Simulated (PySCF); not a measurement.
**TDDFT excited states: C8H7FO**

Compound: C8H7FO.
Bonds: O1–C2 (double), C2–C3, C3–C4 (aromatic), C4–C5 (aromatic), C5–C6 (aromatic), C6–C7, C7–F8, C6–C9 (aromatic), C9–C10 (aromatic), C3–C10 (aromatic). Hydrogens: H11 on C2; H12 on C4; H13 on C5; H14, H15 on C7; H16 on C9; H17 on C10.

Theory: TDDFT CAM-B3LYP/def2-SVPD, vertical, gas phase, core orbitals frozen in the response in PySCF. The structure is a single PBE0-D3(BJ)/def2-SVP conformer in the gas phase; no vibrational or solvent corrections. Torsions of this conformer, `[O:1]=[CH:2][c:3]1[cH:4][cH:5][c:6]([CH2:7][F:8])[cH:9][cH:10]1`: O1–C2–C3–C4 -179°, C5–C6–C7–F8 -1°.

Question: What does the calculation give for the low-lying excited states?

Answer: 

| state | E (eV) | λ (nm) | f | symmetry | main configurations (H = HOMO, L = LUMO) |
| --- | --- | --- | --- | --- | --- |
| S1 | 3.91 | 317.3 | 0.0002 | – | H-1→L (86%), H-1→L+4 (10%) |
| S2 | 5.01 | 247.4 | 0.013 | A′ | H-2→L (70%), H→L+1 (26%) |
| S3 | 5.29 | 234.4 | 0.331 | A′ | H→L (91%) |
| S4 | 6.39 | 193.9 | 0.212 | A′ | H→L+1 (67%), H-2→L (26%) |
| S5 | 6.56 | 188.9 | 0.0002 | – | H-1→L+1 (95%) |
| S6 | 6.72 | 184.5 | 0.525 | A′ | H-2→L+1 (84%) |

The lowest singlet comes at 317 nm (377 kJ/mol) in the ultraviolet; it is dark (f under 0.0005); its leading configuration is HOMO-1→LUMO (86%). The strongest level in the table is S6 at 6.72 eV (185 nm, f = 0.525). It is the last of those listed, so stronger ones may follow. Löwdin shares by element: HOMO carbon 61% or more (atoms not listed hold the other 39%); LUMO carbon 45% or more, oxygen 18% (atoms not listed hold the other 36%). The listed states span 2.81 eV. Weighted by f, the mean energy of these states is 6.20 eV. Orbital energies (eV): HOMO-3 -11.63, HOMO-2 -9.16, HOMO-1 -9.14, HOMO -8.86, LUMO -0.93, LUMO+1 0.23, LUMO+2 1.19. Symmetry labels in Cs follow from the direction of the transition dipole and are given only for states with f of 0.002 or more. Only the lowest 6 singlets were computed, as vertical energies without vibronic structure.

Cost: about 2.1 min of CPU time on one thread; the machine was shared, so the figure is rough.
